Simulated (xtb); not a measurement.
C$_{2}$H$_{6}$AuClS (SMILES C[S](C)->[Au][Cl]), singlet, from a rough starting geometry (GFN-xTB shapes and energies of metal compounds can be far from the true ones); GFN2-xTB (xtb 6.7.1).

Here is a job for xtb.
```
$ xtb mol.xyz --gfn 2 --opt vtight --json

# file mol.xyz
11

Au     1.60850994    -1.51151765    -0.04376335
Cl     3.74272317    -2.34066008     0.36453291
C     -0.22998182     0.80866347    -1.29300042
S     -0.54854350    -0.78288678    -0.38255301
C     -0.93586465     0.09082624     1.26660038
H      0.54294462     1.38359241    -0.85356967
H     -1.17335383     1.33017307    -1.42521654
H      0.09317834     0.47607790    -2.35017414
H     -0.15352260     0.65943163     1.59260826
H     -1.10789340    -0.79901699     1.93715678
H     -1.82957190     0.61637517     1.12799302
```

Predict the main parts of the log of this xtb run.


```
   ID    Z sym.   atoms
    1   79 Au     1
    2   17 Cl     2
    3    6 C      3, 5
    4   16 S      4
    5    1 H      6-11

           -------------------------------------------------
          |                Calculation Setup                |
           -------------------------------------------------

           -------------------------------------------------
          |                 G F N 2 - x T B                 |
           -------------------------------------------------

          ...................................................
          :                      SETUP                      :
          :.................................................:
          :  # basis functions                  44          :
          :  # atomic orbitals                  41          :
          :  # shells                           19          :
          :  # electrons                        38          :
          :  max. iterations                   250          :
          :  Hamiltonian                  GFN2-xTB          :
          :  restarted?                      false          :
          :  GBSA solvation                  false          :
          :  PC potential                    false          :
          :  electronic temp.          300.0000000     K    :
          :  accuracy                    1.0000000          :
          :  -> integral cutoff          0.2500000E+02      :
          :  -> integral neglect         0.1000000E-07      :
          :  -> SCF convergence          0.1000000E-05 Eh   :
          :  -> wf. convergence          0.1000000E-03 e    :
          :  Broyden damping             0.4000000          :
          :  net charge                          0          :
          :  unpaired electrons                  0          :
          ...................................................

 iter      E             dE          RMSdq      gap      omega  full diag
   1    -19.0826092 -0.190826E+02  0.439E+00    5.17       0.0  T
   2    -19.1406993 -0.580901E-01  0.270E+00    3.55       1.0  T
   3    -19.1444138 -0.371453E-02  0.123E+00    2.93       1.0  T
   4    -19.1448933 -0.479498E-03  0.418E-01    2.44       1.0  T
   5    -19.1449364 -0.430394E-04  0.762E-02    2.45       1.0  T
   6    -19.1449395 -0.314339E-05  0.349E-02    2.44       1.0  T
   7    -19.1449403 -0.821792E-06  0.168E-02    2.44       1.8  T
   8    -19.1449407 -0.352723E-06  0.933E-03    2.44       3.2  T
   9    -19.1449408 -0.159531E-06  0.580E-03    2.44       5.2  T
  10    -19.1449410 -0.127298E-06  0.202E-03    2.44      14.9  T
  11    -19.1449410 -0.928752E-08  0.708E-04    2.44      42.6  T
  12    -19.1449410 -0.897767E-09  0.284E-04    2.44     106.0  T

   *** convergence criteria satisfied after 12 iterations ***

         :::::::::::::::::::::::::::::::::::::::::::::::::::::
         ::                     SUMMARY                     ::
         :::::::::::::::::::::::::::::::::::::::::::::::::::::
         :: total energy             -19.017360428233 Eh    ::
         :: gradient norm              0.127904930594 Eh/a0 ::
         :: HOMO-LUMO gap              2.441384403786 eV    ::
         ::.................................................::
         :: SCC energy               -19.144926783129 Eh    ::
         :: -> isotropic ES            0.045419737602 Eh    ::
         :: -> anisotropic ES          0.000649646649 Eh    ::
         :: -> anisotropic XC          0.009290386980 Eh    ::
         :: -> dispersion             -0.007859643164 Eh    ::
         :: repulsion energy           0.127566354896 Eh    ::
         :: add. restraining           0.000000000000 Eh    ::
         :: total charge               0.000000000000 e     ::
         :::::::::::::::::::::::::::::::::::::::::::::::::::::

      -----------------------------------------------------------
     |                   =====================                   |
     |                        A N C O P T                        |
     |                   =====================                   |
     |               Approximate Normal Coordinate               |
     |                Rational Function Optimizer                |
      -----------------------------------------------------------
      -----------------------------------------------------------
     |                   =====================                   |
     |                        A N C O P T                        |
     |                   =====================                   |
     |               Approximate Normal Coordinate               |
     |                Rational Function Optimizer                |
      -----------------------------------------------------------

          ...................................................
          :                      SETUP                      :
          :.................................................:
          :   optimization level         verytight          :
          :   max. optcycles                   220          :
          :   ANC micro-cycles                  20          :
          :   degrees of freedom                27          :
          :.................................................:
          :   RF solver                   davidson          :
          :   write xtbopt.log                true          :
          :   linear?                        false          :
          :   energy convergence         0.1000000E-06 Eh   :
          :   grad. convergence          0.2000000E-03 Eh/α :
          :   maxmium RF displ.          1.0000000          :
          :   Hlow (freq-cutoff)         0.1000000E-01      :
          :   Hmax (freq-cutoff)         5.0000000          :
          :   S6 in model hess.         20.0000000          :
          ...................................................

generating ANC from exact Hessian ...
Using Lindh-Hessian (1995)
 Shifting diagonal of input Hessian by    1.0444362571028818E-002
[...]
 * total energy  :   -19.0290903 Eh     change       -0.1172984E-01 Eh
 * total energy  :   -19.0307314 Eh     change       -0.1641120E-02 Eh
 * total energy  :   -19.0309617 Eh     change       -0.2302656E-03 Eh
 * total energy  :   -19.0310064 Eh     change       -0.4470470E-04 Eh
 * total energy  :   -19.0310149 Eh     change       -0.8509822E-05 Eh
 * total energy  :   -19.0310183 Eh     change       -0.3400392E-05 Eh
 * total energy  :   -19.0310210 Eh     change       -0.2695862E-05 Eh
 * total energy  :   -19.0310226 Eh     change       -0.1645604E-05 Eh
 * total energy  :   -19.0310245 Eh     change       -0.1842884E-05 Eh
 * total energy  :   -19.0310247 Eh     change       -0.2160422E-06 Eh
 * total energy  :   -19.0310249 Eh     change       -0.2364043E-06 Eh
 * total energy  :   -19.0310249 Eh     change       -0.1995709E-07 Eh
   *** GEOMETRY OPTIMIZATION CONVERGED AFTER 13 ITERATIONS ***
         :: total energy             -19.031024928981 Eh    ::
[...]
         :: HOMO-LUMO gap              3.075585373252 eV    ::
         ::.................................................::
         :: SCC energy               -19.154342943550 Eh    ::
         :: -> isotropic ES            0.042257972363 Eh    ::
         :: -> anisotropic ES          0.001279076754 Eh    ::
         :: -> anisotropic XC          0.008887440924 Eh    ::
         :: -> dispersion             -0.007870482004 Eh    ::
         :: repulsion energy           0.123318014569 Eh    ::
         :: add. restraining           0.000000000000 Eh    ::
         :: total charge              -0.000000000000 e     ::
         :::::::::::::::::::::::::::::::::::::::::::::::::::::

           -------------------------------------------------
          |                Property Printout                |
           -------------------------------------------------

    * Orbital Energies and Occupations

         #    Occupation            Energy/Eh            Energy/eV
      -------------------------------------------------------------
         1        2.0000           -0.9966271             -27.1196
       ...           ...                  ...                  ...
         7        2.0000           -0.5518324             -15.0161
         8        2.0000           -0.5346133             -14.5476
         9        2.0000           -0.5132427             -13.9660
        10        2.0000           -0.5062909             -13.7769
        11        2.0000           -0.4571027             -12.4384
        12        2.0000           -0.4225369             -11.4978
        13        2.0000           -0.4219732             -11.4825
        14        2.0000           -0.4204780             -11.4418
        15        2.0000           -0.4204639             -11.4414
        16        2.0000           -0.4105164             -11.1707
        17        2.0000           -0.3943685             -10.7313
        18        2.0000           -0.3680758             -10.0159
        19        2.0000           -0.3678965             -10.0110 (HOMO)
        20                         -0.2548708              -6.9354 (LUMO)
        21                         -0.1969111              -5.3582
        22                         -0.1155117              -3.1432
        23                         -0.0530432              -1.4434
        24                         -0.0526563              -1.4329
        25                         -0.0117525              -0.3198
        26                          0.0037260               0.1014
        27                          0.0049240               0.1340
        28                          0.0840078               2.2860
        29                          0.1012574               2.7554
        30                          0.1012578               2.7554
       ...                                ...                  ...
        41                          0.8111411              22.0723
      -------------------------------------------------------------
                  HL-Gap            0.1130257 Eh            3.0756 eV
             Fermi-level           -0.3113837 Eh           -8.4732 eV

     #   Z          covCN         q      C6AA      α(0)
     1  79 Au       1.825     0.271   272.692    31.633
     2  17 Cl       0.879    -0.512   116.154    16.488
     3   6 C        3.745    -0.068    21.884     6.673
     4  16 S        2.884    -0.075   144.194    20.210
     5   6 C        3.745    -0.068    21.884     6.673
     6   1 H        0.925     0.070     2.083     2.257
     7   1 H        0.925     0.076     2.020     2.222
     8   1 H        0.925     0.080     1.974     2.197
     9   1 H        0.925     0.070     2.083     2.257
    10   1 H        0.925     0.080     1.975     2.197
    11   1 H        0.925     0.076     2.020     2.223

 Mol. C6AA /au·bohr⁶  :       3248.658071
 Mol. C8AA /au·bohr⁸  :     156408.280938
 Mol. α(0) /au        :         95.032081

Wiberg/Mayer (AO) data.
largest (>0.10) Wiberg bond orders for each atom

 ---------------------------------------------------------------------------
     #   Z sym  total        # sym  WBO       # sym  WBO       # sym  WBO
 ---------------------------------------------------------------------------
     1  79 Au   1.264 --     2 Cl   0.736     4 S    0.499
     2  17 Cl   0.806 --     1 Au   0.736
     3   6 C    3.964 --     4 S    0.997     6 H    0.981     7 H    0.980
                             8 H    0.976
     4  16 S    2.624 --     5 C    0.997     3 C    0.997     1 Au   0.499
     5   6 C    3.964 --     4 S    0.997     9 H    0.981    11 H    0.980
                            10 H    0.976
     6   1 H    0.995 --     3 C    0.981
     7   1 H    0.994 --     3 C    0.980
     8   1 H    0.994 --     3 C    0.976
     9   1 H    0.995 --     5 C    0.981
    10   1 H    0.994 --     5 C    0.976
    11   1 H    0.994 --     5 C    0.980
 ---------------------------------------------------------------------------

Topologies differ in total number of bonds
Writing topology from bond orders to xtbtopo.mol

molecular dipole:
                 x           y           z       tot (Debye)
 q only:       -3.073       1.959      -0.287
   full:       -3.202       2.227      -0.244       9.934
molecular quadrupole (traceless):
                xx          xy          yy          xz          yz          zz
 q only:      -19.724      19.580       2.625      -4.883       0.881      17.099
  q+dip:      -21.158      20.697       2.880      -5.325       0.881      18.278
   full:      -21.709      20.399       3.077      -5.717       0.701      18.631

optimized geometry written to: xtbopt.xyz

           -------------------------------------------------
          | TOTAL ENERGY              -19.031024928981 Eh   |
          | GRADIENT NORM               0.000037987250 Eh/α |
          | HOMO-LUMO GAP               3.075585373252 eV   |
           -------------------------------------------------
```
